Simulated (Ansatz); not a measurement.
`F[Si]1(Br)BC1` and `Br[SiH]1BC1` differ in one atom or group.

Ansatz, PBE0-D4/def2-TZVP geometries, multiplicity 1. 

Scalar relativity is left out up to krypton.

```csv
property,`F[Si]1(Br)BC1`
HOMO energy (ωB97M-V/def2-TZVPP) / eV,-9.44
HOMO energy (PBE/def2-TZVPP) / eV,-6.27
LUMO energy (ωB97M-V/def2-TZVPP) / eV,0.27
HOMO energy (B3LYP/def2-TZVPP) / eV,-7.15
HOMO energy (PBE0/def2-TZVPP) / eV,-7.36
HOMO–LUMO gap (ωB97M-V/def2-TZVPP) / eV,9.71
```

Task: What does the change do to each property? (Best estimate.)

Result: Computed: 
| property | `Br[SiH]1BC1` | shift |
| --- | --- | --- |
| HOMO energy (ωB97M-V/def2-TZVPP) / eV | -9.21 | 0.23 |
| HOMO energy (PBE/def2-TZVPP) / eV | -6.11 | 0.16 |
| LUMO energy (ωB97M-V/def2-TZVPP) / eV | 0.41 | 0.14 |
| HOMO energy (B3LYP/def2-TZVPP) / eV | -6.94 | 0.21 |
| HOMO energy (PBE0/def2-TZVPP) / eV | -7.15 | 0.21 |
| HOMO–LUMO gap (ωB97M-V/def2-TZVPP) / eV | 9.62 | -0.09 |

B3LYP here is the variant with VWN-RPA as its local correlation; programs differ in this.

Spin–orbit coupling is left out; it splits and shifts lone-pair levels of the heavy atoms by tenths of an eV.
